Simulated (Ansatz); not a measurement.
Consider the hydrogenolysis of the Si–C bond: `C=C[Si](N)(Cl)O[SiH3]` + H₂ → `N[SiH](Cl)O[SiH3]` + `C=C`.

Computed with Ansatz on PBE0-D4/def2-TZVP structures; ΔE is electronic, products minus reactants. CBS: MP2 limit from def2 TZ/QZ plus the TZ coupled-cluster correction, frozen cores. This one scheme is used for every species. Each species was taken in one conformer, which may not be the lowest.

| species | CCSD(T)/CBS(def2) energy (Eh) |
| --- | --- |
| `C=C[Si](N)(Cl)O[SiH3]` | -1248.90655 |
| H₂ | -1.17544 |
| `N[SiH](Cl)O[SiH3]` | -1171.60384 |
| `C=C` | -78.48111 |

(1) Work out ΔE.

Largest T1 diagnostic among the species: 0.011.

Results:

(1) ΔE = (-1171.60384) + (-78.48111) − (-1248.90655) − (-1.17544) = -0.00296 Eh = -1.9 kcal/mol.

The D4 term adds +4.0 kcal/mol with B3LYP and +2.3 kcal/mol with PBE0; it sums over pairs of atoms, weighted by their polarisabilities, and B3LYP, whose exchange is more repulsive, gets the larger term. In def2-TZVPP, CCSD(T) changes the Hartree–Fock value by +6.4 kcal/mol (the triples alone add +1.4 kcal/mol) and MP2 by +8.1 kcal/mol.

B3LYP here is the variant with VWN-RPA as its local correlation; programs differ in this.
